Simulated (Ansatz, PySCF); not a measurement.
Isomers of CH6Si3. All species are isolated molecules in the gas phase. Strings in code marks are SMILES.

Quantity: electronic energy of isomers of CH6Si3 relative to `C1=[SiH][SiH2][SiH2]1`, in kJ/mol. The restricted reference of `C1[SiH]=[SiH][SiH2]1`, `C1=[SiH][SiH2][SiH2]1`, `[SiH2]=C=[SiH][SiH3]`, `C=[Si]1[SiH2][SiH2]1`, `C[SiH]1[SiH]=[SiH]1`, `C[Si]1=[SiH][SiH2]1` and `[SiH2]=C1[SiH2][SiH2]1` is unstable towards unrestricted orbitals.

Level 1: frozen-core CCSD(T)/6-31g // PBE0-D3(BJ)/def2-TZVP (Ansatz, a program for electronic structure)
Level 2: PBE-D3(BJ)/def2-TZVP // PBE0-D3(BJ)/def2-TZVP (PySCF)
Level 3: r2SCAN/cc-pVTZ // PBE0-D3(BJ)/def2-TZVP (Ansatz)
Level 4: HF/STO-3G // PBE0-D3(BJ)/def2-TZVP (PySCF)

```csv
species,level 1,level 2,level 3,level 4
`C[Si]1=[SiH][SiH2]1`,26.78,32.23,…,187.9
`C[SiH]1[SiH]=[SiH]1`,21.03,…,34.39,189.5
`[SiH2]=C=[SiH][SiH3]`,133.2,172.4,…,…
`[SiH2]=C1[SiH2][SiH2]1`,113.9,104.4,102.5,179.2
`C=[Si]1[SiH2][SiH2]1`,…,90.7,94.0,…
`C1[SiH]=[SiH][SiH2]1`,-15.48,-2.38,-1.76,54.4
```

Some entries are withheld; supply them.


- `C[Si]1=[SiH][SiH2]1`, level 3: 32.21
- `C[SiH]1[SiH]=[SiH]1`, level 2: 33.89
- `[SiH2]=C=[SiH][SiH3]`, level 3: 173.2
- `[SiH2]=C=[SiH][SiH3]`, level 4: 273.1
- `C=[Si]1[SiH2][SiH2]1`, level 1: 56.8
- `C=[Si]1[SiH2][SiH2]1`, level 4: 172.7
